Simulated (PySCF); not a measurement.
**Computed properties of pentane (C₅H₁₂), SMILES C(CCC)C**

pentane (C₅H₁₂), SMILES CCCCC. Geometry: B3LYP-D3(BJ)/def2-SVP. One conformer was computed; it need not be the lowest. All values are computed for the isolated molecule unless a solvent is named; none is compared with measurement here.

**Structure.** All 45 harmonic modes at B3LYP-D3(BJ)/def2-SVP (PySCF) are real, so it is a minimum. With heavy atoms numbered as in [CH3:1][CH2:2][CH2:3][CH2:4][CH3:5], the shortest bond between them is C1–C2 at 1.528 Å and the longest C3–C4 at 1.533 Å.

**Vibrations.** The strongest infrared lines (harmonic, unscaled, degenerate partners summed) lie at 3098 cm⁻¹ (55 km/mol, H 91 %, C 9 %), 3110 cm⁻¹ (43 km/mol, H 91 %, C 9 %), 3066 cm⁻¹ (42 km/mol, H 91 %, C 9 %). The softest mode is at 83 cm⁻¹ and the zero-point energy is 100.3 kcal/mol.

**Electronic structure.** HF/def2-TZVP (PySCF) places the frontier levels at -12.12 and 3.75 eV, a gap of 15.87 eV, and gives a dipole moment of 0.07 D and a mean polarisability of 60.4 bohr³. PBE/def2-TZVP (PySCF) at the same geometry gives -7.38 and 0.44 eV, so its gap is 8.05 eV narrower. An orbital gap is neither the optical nor the fundamental gap.

**Excitations.** TDDFT-CAM-B3LYP/def2-SVPD (PySCF) has S1 at 8.71 eV (142 nm, f = 0.001, dark); the most intense of the 10 singlets computed lies at 9.67 eV (f = 0.06). T1 (TDA) is at 8.48 eV. TDDFT-PBE/def2-SVPD (PySCF) puts S1 at 7.58 eV. No vertical singlet excitation falls in the visible range (under 3.1 eV).

**NMR.** GIAO shifts at KT2/pcSseg-1 (PySCF) (non-relativistic, atoms alike by connectivity averaged): ¹³C from 18.2 to 39.9 ppm against TMS; ¹H from 1.3 to 1.7 ppm against TMS.

**Solvation.** SMD-M06-2X/def2-SVP (PySCF) gives 2.2 kcal/mol in water, -3.4 kcal/mol in dichloromethane, -3.5 kcal/mol in benzene (1 M in both phases, gas-phase geometry); of these solvents benzene holds the molecule best.
